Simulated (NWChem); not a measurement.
Species: C$_{2}$H$_{6}$Si, singlet; SMILES C[Si]C

Program: NWChem. Pople sets run with spherical d functions. Low-valent species are run as closed-shell singlets; no triplet was tried in these runs. The geometry was optimised at B3LYP/6-31G* (spherical d). Solvent water, SMD (1 M gas to 1 M solution), gas-phase geometry. Reactions with the solvent are ignored.

```
level            basis functions  solvation free energy (kcal/mol)  cavity-dispersion-structure term (kcal/mol)  dipole in solution (D)  relative time
---------------  ---------------  --------------------------------  -------------------------------------------  ----------------------  -------------
PBE0/STO-3G                   25                               1.2                                          2.6                    0.09              1
PBE0/3-21G                    43                              -0.9                                          2.6                    2.24              1
PBE0/6-31G*                   58                              -0.5                                          2.6                    2.21              2
PBE0/6-31+G*                  70                              -0.5                                          2.6                    2.06              2
PBE0/6-311G**                 98                              -0.5                                          2.6                    1.97              3
PBE0/6-311++G**              116                              -0.4                                          2.6                    1.96              6
```

Times are rough ratios from one shared machine.
